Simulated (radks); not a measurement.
The numbers below are computed, except where a source is named.
All-electron atom: Gd IV in [Kr] 4d10 4f7 5s1 5p6 5d1 (not the ground configuration). Level of theory: Dirac Kohn-Sham, LDA (Slater exchange, Perdew-Wang correlation), spin-unpolarised, spherical densities, point nucleus; open shells are shared between the two j in proportion to 2j + 1 (a radial shooting solver on a logarithmic mesh with Libxc functionals).

Normalised radial functions P(r) = r R(r) (large component), r in bohr:

r	5s1/2	6s1/2
0.001951	0.0752	0.0326
0.002623	0.0930	0.0403
0.003555	0.1135	0.0492
0.004817	0.1348	0.0584
0.006529	0.1538	0.0667
0.008849	0.1651	0.0716
0.01199	0.1606	0.0696
0.01612	0.1308	0.0567
0.02185	0.0646	0.0279
0.02961	-0.0397	-0.0173
0.04014	-0.1631	-0.0708
0.05439	-0.2542	-0.1102
0.07372	-0.2345	-0.1014
0.09911	-0.0567	-0.0240
0.1343	0.2266	0.0988
0.182	0.3835	0.1655
0.2467	0.1717	0.0708
0.3344	-0.3177	-0.1419
0.4532	-0.5614	-0.2364
0.6142	-0.1520	-0.0363
0.8257	0.5887	0.2806
1.119	1.0275	0.3610
1.517	0.8686	0.0305
2.055	0.4351	-0.4611
2.786	0.1258	-0.6924
3.775	0.0186	-0.5198
5.076	0.0012	-0.2187
6.879	0.0000	-0.0449
9.323	0.0000	-0.0038

5s1/2: eigenvalue -77.798 eV, 4 radial nodes at r = 0.0267, 0.106, 0.276, 0.654 bohr, <r> = 1.31 bohr, 90 % of the charge inside 1.88 bohr. 6s1/2 (empty): eigenvalue -23.585 eV, 5 radial nodes at r = 0.0267, 0.106, 0.275, 0.635, 1.55 bohr, <r> = 3.03 bohr, 90 % of the charge inside 4.29 bohr.
